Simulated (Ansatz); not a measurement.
`C[SiH2]/C(Cl)=C\F` + `[CH3][SnH3]` → `C[SiH2][SnH2][CH3]` + `F/C=C/Cl`  (formal exchange of groups at the Si–C bond)

Calculated with Ansatz (gas phase, PBE0-D4/def2-TZVP geometries, no zero-point term in ΔE). CCSD(T)/CBS is the MP2 limit (def2-TZVPP, def2-QZVPP) plus CCSD(T) − MP2 in def2-TZVPP, frozen cores. Double bonds are as drawn, so ΔE can hold a change between cis and trans. Functionals use def2-TZVPP. B3LYP here is the variant with VWN-RPA as its local correlation; programs differ in this. Elements past krypton have def2 core potentials. For Sn outer-core shells are correlated without core-valence functions, which leaves a few kJ/mol of doubt a bond. Each species was taken in one conformer, which may not be the lowest.

`C[SiH2]/C(Cl)=C\F`:

Cartesian coordinates in Å:
```
C -0.011 -1.912 0.314
Si 0.307 -0.155 0.852
C -0.480 1.029 -0.370
Cl -2.201 0.875 -0.558
C 0.117 1.957 -1.106
F 1.434 2.155 -1.041
H -1.083 -2.094 0.210
H 0.468 -2.117 -0.645
H 0.385 -2.614 1.052
H 1.759 0.143 0.924
H -0.320 0.110 2.173
H -0.376 2.623 -1.806
```

`[CH3][SnH3]`:

Cartesian coordinates in Å:
```
C 0.644 0.951 0.071
Sn -0.553 -0.817 -0.061
H 0.102 1.799 -0.348
H 1.572 0.814 -0.483
H 0.881 1.163 1.114
H -2.014 -0.604 0.801
H -0.922 -1.157 -1.695
H 0.289 -2.148 0.602
```

`C[SiH2][SnH2][CH3]`:

Cartesian coordinates in Å:
```
C 0.383 -2.250 -0.131
Si 0.313 -0.807 -1.331
Sn 0.485 1.439 -0.102
C -1.096 1.649 1.338
H -0.434 -2.194 0.591
H 0.301 -3.201 -0.664
H 1.325 -2.250 0.421
H -0.972 -0.840 -2.087
H 1.415 -0.915 -2.328
H 1.982 1.557 0.727
H 0.405 2.756 -1.196
H -2.064 1.599 0.839
H -1.036 0.849 2.077
H -1.009 2.608 1.848
```

`F/C=C/Cl`:

Cartesian coordinates in Å:
```
F 1.449 0.814 0.730
C 0.285 0.178 0.602
C -0.189 -0.125 -0.592
Cl -1.682 -0.943 -0.778
H -0.196 -0.048 1.546
H 0.332 0.123 -1.507
```

```
             level  ΔE (kJ/mol)  difference from CCSD(T)/CBS
            PBE-D4        -19.6                         -4.2
           ωB97M-V         -7.9                          7.5
            B2PLYP        -12.1                          3.3
               PBE        -21.7                         -6.3
              PBE0        -20.1                         -4.7
             B3LYP        -16.0                         -0.6
   CCSD/def2-TZVPP        -11.4                          4.0
CCSD(T)/def2-TZVPP        -10.5                          4.9
    MP2/def2-QZVPP        -11.9                          3.5
SCS-MP2/def2-QZVPP        -10.7                          4.7
       CCSD(T)/CBS        -15.4                            0
```

Largest T1 diagnostic among the species: 0.012.

The D4 term adds +3.4 kJ/mol with B3LYP and +1.6 kJ/mol with PBE0; it sums over pairs of atoms, weighted by their polarisabilities, and B3LYP, whose exchange is more repulsive, gets the larger term.
